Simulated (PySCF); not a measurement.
UHF on B⁺ (boron, charge +1)

Configuration: [He] 2s2, closed-shell 1S. All numbers are calculated (PySCF 2.14, no relativity, point nucleus, in def2-SVP (3s2p1d, 14 functions)).

```json
{
 "Total energy": "-24.201942 hartree",
 "One-electron energy": "-30.2897 hartree",
 "Hartree (Coulomb) energy": "9.5676 hartree",
 "Exchange energy": "-3.4798 hartree",
 "Kinetic energy": "24.20564 hartree",
 "⟨S²⟩": "0.0000",
 "⟨L²⟩": "0.000",
 "Sum of ⟨r⟩": "4.298 bohr",
 "Sum of ⟨r²⟩": "8.146 bohr²",
 "Density at the nucleus (Gaussians lack the cusp)": "65.6 bohr⁻³",
 "Langevin diamagnetic susceptibility": "-6.45 ×10⁻⁶ cm³/mol",
 "Time after the integrals": "0.06 s of wall time on 1 thread of Neoverse-N1 (shared host)"
}
```

| shell | electrons | mean orbital energy (eV) | rms radius, mean of both spins (bohr) |
| --- | --- | --- | --- |
| 1s | 2 | -222.92 | 0.378 |
| 2s | 2 | -23.533 | 1.98 |
